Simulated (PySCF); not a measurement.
1,1-difluorobuta-1,3-diene (C₄H₄F₂), SMILES FC(=CC=C)F.

Geometry optimised at PBE0-D3(BJ)/def2-SVP. The values are those of a single conformer.

All values below come from SMD-PBE0/def2-SVP (PySCF).

Solvation free energies are E(SMD) − E(gas) at the gas-phase geometry, for 1 M in both phases. In vacuum the dipole moment is 0.79 D.

Computed solvation free energies in water, acetone, diethylether:
```
solvent       ΔG(solv) (kcal/mol)  its non-electrostatic (CDS) part  dipole (D)
------------  -------------------  --------------------------------  ----------
water                         2.1                               4.9        0.96
acetone                      -1.9                               0.8        0.95
diethylether                 -1.8                               0.1        0.92
```
